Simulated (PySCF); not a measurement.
hydrogen, H2, SMILES [H][H], point group D∞h.

Level: B3LYP/pcSseg-2 in PySCF (density fitting, grid level 2); geometry and Hessian at that level, cubic constants and property derivatives from steps of ±0.6 along each species' dimensionless normal coordinates, second-order vibrational perturbation theory. The parent has the commonest isotopes.

Equilibrium geometry (Å):

```
atom        x        y        z
  H1   0.3766  -0.0120  -0.0108
  H2  -0.3655   0.0171  -0.0458
```

Q: How much do zero-point and thermal motion change the parent's shieldings?

A: 
```tsv
atom	σe (ppm)	anharmonic part, 0 K	harmonic part, 0 K	Δσ at 0 K	Δσ at 298.15 K	Δσ at 700 K
H1	26.66	-0.49	0.16	-0.33	-0.37	-0.42
```

Q: And the bond lengths, in the parent and with ²H at 1?

A: 
| bond | re (Å) | ⟨r⟩ at 0 K | between mean positions | ⟨r⟩, labelled |
| --- | --- | --- | --- | --- |
| H1–H2 | 0.7435 | 0.7682 | 0.7682 | 0.7648 |

The study (25 SCF points, 28 basis functions) took 3.8 s on 1 thread of Arm Neoverse V1, shared host (rough), peak memory 0.22 GiB, launched as `OMP_NUM_THREADS=1 python ens_run.py task.json out`.
